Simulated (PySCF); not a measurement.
UHF on Pm (promethium, neutral), [Xe] 4f4 6s2 6p1, one real determinant (an excited configuration). All numbers are calculated (PySCF 2.14, scalar relativity by spin-free X2C-1e, in cc-pVDZ-X2C (8s7p5d3f1g, 84 functions)).

```
cycle= 4 E= -10016.0458037644  delta_E= -0.000104  |g|= 0.0197  |ddm|= 0.00602
cycle= 5 E= -10016.0550875139  delta_E= -0.00928  |g|= 0.0419  |ddm|= 1.48
cycle= 6 E= -10016.0572823485  delta_E= -0.00219  |g|= 0.00929  |ddm|= 0.745
cycle= 7 E= -10016.0574752104  delta_E= -0.000193  |g|= 0.0186  |ddm|= 0.416
cycle= 8 E= -10016.0571482651  delta_E= 0.000327  |g|= 0.0149  |ddm|= 0.594
cycle= 9 E= -10016.0577834955  delta_E= -0.000635  |g|= 0.0102  |ddm|= 0.0862
cycle= 10 E= -10016.0582864129  delta_E= -0.000503  |g|= 0.00472  |ddm|= 0.105
cycle= 11 E= -10016.0583814732  delta_E= -9.51e-05  |g|= 0.00195  |ddm|= 0.0462
cycle= 12 E= -10016.058404455  delta_E= -2.3e-05  |g|= 0.00029  |ddm|= 0.031
cycle= 13 E= -10016.0584048117  delta_E= -3.57e-07  |g|= 0.000363  |ddm|= 0.0126
cycle= 14 E= -10016.058405418  delta_E= -6.06e-07  |g|= 8.19e-05  |ddm|= 0.00676
cycle= 15 E= -10016.0584054487  delta_E= -3.06e-08  |g|= 5.29e-06  |ddm|= 0.00196
cycle= 16 E= -10016.0584054488  delta_E= -1.56e-10  |g|= 1.19e-06  |ddm|= 0.000113
converged SCF energy = -10016.0584054488  <S^2> = 9.4827332  2S+1 = 6.2394658
```

Highest occupied orbital energy: -4.357 eV; ⟨L²⟩ = 38.92; populations by l: s 11.52, p 25.00, d 20.48, f 4.00.

Q: Can this result be used?

A: Not for this state. The run converged. ⟨L²⟩ = 38.92 against 56 for a pure K term, so this real determinant mixes terms. Spin-orbit coupling, absent here, splits the open shell strongly. ⟨S²⟩ = 9.48 against 8.75 shows spin contamination. The s, p, d and f populations moved away from the nominal configuration during the SCF.
